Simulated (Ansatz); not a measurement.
Coupled-cluster diagnostics for the cluster YCu₄⁺, Ansatz.

Geometry of the singlet (r2SCAN-D4/def2-SVP):

```xyz
5

Y     0.2229    0.8014   -0.8581
Cu    1.2084   -1.4629   -1.9010
Cu   -0.9714    2.2822    1.0305
Cu    0.2473   -1.6305    0.2223
Cu   -0.7073    0.0098    1.5063
```

In the def2 sets Y takes a core potential; there is no spin–orbit coupling. Correlated methods freeze 36 core orbitals; core or outer-core shells of Y are correlated, in sets that lack core-valence functions. No other spin state of charge 1 was run. Another isomer (singlet) lies 0.06 eV lower at PBE-D4/def2-SVP; other spin states weren't run for this one.

Question: Estimate the CCSD(T) correlation energy, the shares of MP2 and (T), T1 and the reference's ⟨S²⟩ for: charge 1, singlet, own geometry in def2-SVP; and the rough time on 4 threads of Arm Neoverse V2 on a shared host.

Answer: 
| state | basis | correlation (eV) | MP2 share (%) | (T) share (%) | T1 | ⟨S²⟩ (pure) | wall time | remarks |
| --- | --- | --- | --- | --- | --- | --- | --- | --- |
| charge 1, singlet, own geometry | def2-SVP | -38.364 | 104.7 | 6.1 | 0.033 | 0.00 (0.00) | 58 s | restricted SCF unstable |
Customary marks for T1 are 0.02 (closed shells), 0.045 (open shells) and about 0.05 (3d metals). T1 exceeds 0.02 in 1 of 1 rows and 0.045 in 0; the higher it lies, the less the single-reference result can be trusted.
